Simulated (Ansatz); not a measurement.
Basis-set extrapolation for ClH₇N₂Si₂ (`N[SiH](Cl)N[SiH3]`) (PBE0-D4/def2-TZVP geometry, frozen core, the Gaussian-basis code of Ansatz). Multiplicity 1, RHF reference.

```json
{"": "HF", "def2-TZVPP": "-1150.580491", "def2-QZVPP": "-1150.617758"}
{"": "MP2 correlation", "def2-TZVPP": "-0.861987", "def2-QZVPP": "-0.931814"}
{"": "CCSD(T) correlation", "def2-TZVPP": "-0.954979", "def2-QZVPP": "not run"}
```

Energies in hartree. Use E(X) = E(∞) + A·exp(−7.88·√X) for Hartree–Fock and E(X) = E(∞) + B·X^(−2.97) for correlation, with X = 3 and 4, and add CCSD(T) minus MP2 of the smaller set to the MP2 limit.

Task: What is the CCSD(T) energy at the basis-set limit?

Result: HF limit: -1150.617758 + (-0.037267) × 0.13774 = -1150.62289. MP2 limit: -0.931814 + (-0.069827) × 0.74074 = -0.98354. Higher-order term: -0.954979 − (-0.861987) = -0.09299. Total: -1151.69942 hartree, 4.46 eV below CCSD(T)/def2-TZVPP.
